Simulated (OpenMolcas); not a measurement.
## Levels of Pr III by method

| Property | Result |
| --- | --- |
| Program | OpenMolcas 26.06 |
| Basis | ANO-RCC-VTZP [8s7p5d3f2g1h] |
| Scalar Hamiltonian | DKH2, point nucleus |
| Active space | 3 electrons in 12 orbitals (RAS2 4f; RAS3 5d, at most 1 electron) |
| State averaging | 2S+1 = 4 odd, 35 roots (30 in the spin-orbit step); 2S+1 = 2 odd, 112 roots (56 in the spin-orbit step); 2S+1 = 4 even, 105 roots (90 in the spin-orbit step); 2S+1 = 2 even, 124 roots kept (CI in the orbitals of an earlier block) |
| Spin-orbit coupling | RASSI with atomic mean-field integrals over the reference wave functions, term energies averaged over their components |

Methods on the same reference wave functions:
A. RASSCF
B. SS-RASPT2, IPEA 0.25 Eh, imaginary shift 0.1 Eh (closed shells correlated: 5s 5p)

Energies in cm⁻¹ above 4f³ ⁴I°_9/2, the measured ground level; measured values from Martin, Zalubas and Hagan, Atomic Energy Levels: The Rare-Earth Elements, NSRDS-NBS 60 (1978); the list in Maison, Palmeri and Quinet, J. Phys. B 58, 015001 (2025).

```
                   Level      A      B  Measured
             4f³ ⁴I°_9/2    0.0    0.0       0.0
            4f³ ⁴I°_11/2   1465   1520      1398
            4f³ ⁴I°_13/2   3073   3150      2893
 4f² 5d ²H_9/2(1) [50 %]   4593  11910          
   4f² 5d ⁴K_11/2 [66 %]   4721  12770     13352
            4f³ ⁴I°_15/2   4788   4850      4454
    4f² 5d ⁴I_9/2 [51 %]   6092  13440          
          4f² 5d ⁴K_13/2   6928  15110     15454
   4f² 5d ⁴I_11/2 [59 %]   7050  14530     15526
        4f² 5d ⁴G_5/2(1)   7227  14450          
        4f² 5d ⁴G_7/2(1)   8332  15850          
        4f² 5d ⁴H_7/2(1)   8696  15080          
          4f² 5d ⁴I_13/2   8739  16160     17113
          4f² 5d ⁴K_15/2   9125  17340     17535
        4f² 5d ⁴G_9/2(1)   9836  17490          
4f² 5d ²I_11/2(1) [62 %]   9899  17600     18242
        4f² 5d ⁴H_9/2(1)  10255  16680          
          4f² 5d ⁴I_15/2  10686  18090     18921
 4f² 5d ²F_5/2(1) [52 %]  12224  17910          
        4f² 5d ⁴H_7/2(2)  12636  18450     18990
             4f³ ⁴F°_3/2  13539  11620      9371
             4f³ ²H°_9/2  13580  10130     10033
             4f³ ⁴F°_5/2  14319  12470     10138
             4f³ ⁴S°_3/2  15012  13080     10950
```

Deviations, from unrounded energies. A percentage is the sum of absolute deviations over the sum of measured energies, with the sign that they share, or ± where signs differ.

```tsv
Against measurement	Levels	A	B
mean absolute deviation (cm-1)	15	5500	840
fine structure of the ground term (%)	3	+6.6	+8.9
other terms of the ground configuration (%)	4	+39.4	+16.8
other configurations (%)	8	-48.4	-3.8
```

B lies closest to measurement on these levels. The largest miss of B in the table is 4f³ ⁴F°_5/2, by +2300 cm-1. The ranking rests on the paired levels alone, and a cruder setting can come out closer through cancelling errors.

From A to B the spin-free energies of the other terms of 4f³ shown, above ⁴I°, scale by factors of 0.71 to 0.85, as is usual when dynamic correlation screens the repulsion within a d or f shell.

The lowest spin-free term lies below A's lowest term by 0.313 hartree in B.

Term energies are means over components that CASPT2 splits; among the terms shown or strongly mixed into the levels shown the widest spread is 340 cm-1 (4f³ ⁴I°, B). High states are left out of the spin-orbit mixing, which shifts the levels that they would mix with. Terms from blocks run as CI alone lack orbitals of their own. Without dynamic correlation excited terms often stand tens of per cent too high (terms of higher spin than the ground term too low), and those without a measured partner can miss by more than the paired ones (holds for A). Each CASPT2 term energy is a mean over a sample of three components (holds for B). The CASPT2 spread within a term exceeds the gap to the next term for 4f³ ⁴S° and 4f³ ⁴F°, 4f² 5d ⁴H(2) and 4f² 5d ⁴F(1), so the order of their levels is uncertain, and so are names and mixing where such terms share a J (holds for B). Some terms miss by over 15 % even with CASPT2, which points to a basis or an active space too small for the shells correlated (holds for B). Measured partners are found by configuration, term and J. A level has none where our copy of the source lacks it or the pairing is in doubt (some pairs that miss far off the trend of their configuration count as doubtful), and it then counts in no deviation. Levels of configurations outside the active space are missing. Levels that lie high or do not pair safely by name in every column are left out.

A share in square brackets marks a mixed level and gives the weight of the term that names it, the lowest over the columns. A number in round brackets counts repeated terms of one configuration in the order of the reference energies. ° marks odd parity.
